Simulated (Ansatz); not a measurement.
Basis-set extrapolation for CH8N2SSi (`CN[SiH](N)S`) (PBE0-D4/def2-TZVP geometry, frozen core, the Gaussian-basis code of Ansatz). Multiplicity 1, RHF reference.

```tsv
	def2-TZVPP	def2-QZVPP
HF	-838.070815	-838.099199
MP2 correlation	-0.904910	-0.972553
CCSD(T) correlation	-0.997428	not run
```

Energies in hartree. Use E(X) = E(∞) + A·exp(−7.88·√X) for Hartree–Fock and E(X) = E(∞) + B·X^(−2.97) for correlation, with X = 3 and 4, and add CCSD(T) minus MP2 of the smaller set to the MP2 limit.

Question: What is the CCSD(T) energy at the basis-set limit?

Answer: HF limit: -838.099199 + (-0.028384) × 0.13774 = -838.10311. MP2 limit: -0.972553 + (-0.067643) × 0.74074 = -1.02266. Higher-order term: -0.997428 − (-0.904910) = -0.09252. Total: -839.21829 hartree, 393.9 kJ/mol below CCSD(T)/def2-TZVPP.
